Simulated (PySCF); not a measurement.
Molecule: SMILES CS[SiH2]c1cccs1. Atoms near the plane z = 1.0 Å, at the GFN2-xTB optimised geometry (x, y, z in Å): C1 (-1.8, -3.4, 0.0), S2 (-0.5, -2.2, 0.0), Si3 (-1.7, -0.4, 0.0), C4 (-0.5, 1.0, 0.0), C5 (0.9, 1.0, 0.0), C6 (1.5, 2.3, 0.0), C7 (0.5, 3.3, 0.0), S8 (-1.1, 2.7, 0.0), H9 (-1.3, -4.4, 0.0), H11 (-2.4, -3.3, 0.9), H12 (-2.5, -0.4, 1.2), H14 (1.5, 0.1, 0.0), H15 (2.5, 2.5, 0.0), H16 (0.6, 4.4, 0.0).

Level of theory: PBE/def2-TZVP run with PySCF. The values are rescaled to run from 0 to 1.

```
|...........................|
|...........................|
|...........................|
|.............   ...........|
|............     ..........|
|...........       .........|
|...........        ........|
|.............  .    .......|
|............        .......|
|.........  .        .......|
|........           ........|
|........     .     ........|
|.........  .       ........|
|........+-        .........|
|.......:@+        .........|
|........::  .  ............|
|.......   .................|
|.......    .::.............|
|......     ..:.............|
|......  ::   ..............|
|......  --    .............|
|.......      ..............|
|.......      ..............|
|.........   ...............|
|...........................|
|...........................|
|...........................|
```
Scale: ten equal steps from 0.000 (start of ' ') to 1.00 (end of '@'), in the order ' .:-=+*#%@'; x runs from -6.50 to 6.50, y from -6.50 (bottom) to 6.50 (top).

Which quantity is mapped?
(A) log10 of the electron density
(B) electron localisation function
(C) deformation density (molecule minus spherical neutral atoms)
(D) Laplacian of the electron density

C, deformation density (molecule minus spherical neutral atoms). In full: deformation density (molecule minus spherical neutral atoms) (e/bohr³).
